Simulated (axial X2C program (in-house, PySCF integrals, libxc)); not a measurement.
**How the levels of TbBr⁺ (f8 s1 orbitals) move with the bond length**

Computed with an in-house all-electron X2C program for linear molecules (integrals from PySCF): two-component X2C with atomic mean-field Coulomb and Gaunt terms, basis Tb dyall-v3z, Br dyall-v3z (cores contracted in-house). Orbitals come from Hartree–Fock averaged over the configuration Tb f8 s1; CI then distributes these electrons over the f, s shells of Tb.

At R = 2.537 Å:

```
   Ω  energy (cm⁻¹)     g∥  configuration
13/2              0  19.95     100% f8 s1
11/2            264  16.49     100% f8 s1
 9/2            538  13.07     100% f8 s1
 7/2            817   9.71     100% f8 s1
 5/2           1092   6.50     100% f8 s1
 3/2           1338   3.55     100% f8 s1
 1/2           1499   1.07     100% f8 s1
11/2           2080  17.35     100% f8 s1
 9/2           2286  13.63     100% f8 s1
 7/2           2464  10.09     100% f8 s1
 5/2           2597   6.86     100% f8 s1
 1/2           2657   1.40     100% f8 s1
 3/2           2659   4.04     100% f8 s1
 1/2           3602   1.46     100% f8 s1
```

g∥ is the magnitude of 2⟨Lz + ge Sz⟩ for the +Ω component. The lowest 14 levels at most are listed.

At R = 2.740 Å:

```json
{"Ω": "13/2", "energy (cm⁻¹)": "0", "g∥": "19.95", "configuration": "100% f8 s1"}
{"Ω": "11/2", "energy (cm⁻¹)": "270", "g∥": "16.48", "configuration": "100% f8 s1"}
{"Ω": "9/2", "energy (cm⁻¹)": "548", "g∥": "13.05", "configuration": "100% f8 s1"}
{"Ω": "7/2", "energy (cm⁻¹)": "830", "g∥": "9.70", "configuration": "100% f8 s1"}
{"Ω": "5/2", "energy (cm⁻¹)": "1106", "g∥": "6.50", "configuration": "100% f8 s1"}
{"Ω": "3/2", "energy (cm⁻¹)": "1349", "g∥": "3.57", "configuration": "100% f8 s1"}
{"Ω": "1/2", "energy (cm⁻¹)": "1507", "g∥": "1.09", "configuration": "100% f8 s1"}
{"Ω": "11/2", "energy (cm⁻¹)": "2097", "g∥": "17.36", "configuration": "100% f8 s1"}
{"Ω": "9/2", "energy (cm⁻¹)": "2295", "g∥": "13.65", "configuration": "100% f8 s1"}
{"Ω": "7/2", "energy (cm⁻¹)": "2468", "g∥": "10.11", "configuration": "100% f8 s1"}
{"Ω": "5/2", "energy (cm⁻¹)": "2599", "g∥": "6.85", "configuration": "100% f8 s1"}
{"Ω": "3/2", "energy (cm⁻¹)": "2667", "g∥": "3.99", "configuration": "100% f8 s1"}
{"Ω": "1/2", "energy (cm⁻¹)": "2674", "g∥": "1.36", "configuration": "100% f8 s1"}
{"Ω": "1/2", "energy (cm⁻¹)": "3614", "g∥": "1.44", "configuration": "100% f8 s1"}
```

The lowest level lies 1808 cm⁻¹ above the lowest at the first distance.

**Question.** How does the gap from the lowest to the fifth level change between the two distances?

**Answer.** From 1092 to 1106 cm⁻¹, a factor of 1.01.

There is no dynamic correlation: spin–orbit spacings and, for f shells, spacings inside one term are the most reliable numbers, splittings between terms come out too wide, and energies between configurations are not reliable, so the lowest level need not be the ground state of the molecule. At most 4 roots were kept for each Ω > 0 (twice that for Ω = 0) within 2.2 eV of the lowest, so higher up levels can be missing between those listed; levels with Ω > 0 are doubly degenerate and listed once, Ω = 0 levels singly.
